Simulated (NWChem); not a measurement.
Species: SnHF, singlet; SMILES [F][SnH]

Computed with NWChem. Medium grid unless said otherwise, to which SCAN and Minnesota functionals are sensitive. Low-valent species are run as closed-shell singlets; no triplet was tried in these runs. Structure relaxed at the PBE0/def2-SVP level. def2 effective core potentials on Sn; no spin-orbit coupling.

### Question
Order these by “dipole (D)”, lowest first: B3LYP/def2-SVP; LDA (Slater exchange, VWN5)/def2-SVP; M06-L/def2-SVP; TPSSh/def2-SVP.

### Answer
LDA (Slater exchange, VWN5)/def2-SVP (2.39), TPSSh/def2-SVP (2.55), B3LYP/def2-SVP (2.67), M06-L/def2-SVP (2.75)
